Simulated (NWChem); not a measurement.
A series in which one site is exchanged, each optimised at PBE0/def2-SVP with NWChem, gas phase unless a solvent is named. Low-valent species are run as closed-shell singlets; no triplet was tried in these runs. This build's default masses of Se (78.918 u) and Br (79.917 u) are each other's, which moves their modes by up to 0.6 %. Some are not confirmed as minima by frequencies. def2 effective core potentials on Sn, Pb; no spin-orbit coupling.

A: [Br][Ge][Cl] (GeBrCl; site = Ge)
B: [Cl][Sn][Br] (SnBrCl; site = Sn)
C: [Br][Pb][Cl] (PbBrCl; site = Pb)
D: Cl[Si]Br (SiBrCl; site = Si)

Values for A:

```
Quantity                                            Result
--------------------------------------------------  ------
dipole (D), PBE0/def2-SVP                             1.88
static polarisability, PBE/def2-SVPD (bohr³)          72.2
lowest singlet excitation, PBE/def2-SVPD, TDA (eV)    3.35
```

Q: How do these values change for the other members?

A: 
```
change from A                                           B      C      D
--------------------------------------------------  -----  -----  -----
dipole (D), PBE0/def2-SVP                           +1.31  +2.51  -0.95
static polarisability, PBE/def2-SVPD (bohr³)        +10.3  +13.3   -3.2
lowest singlet excitation, PBE/def2-SVPD, TDA (eV)  -0.17  -0.35  +0.17
```
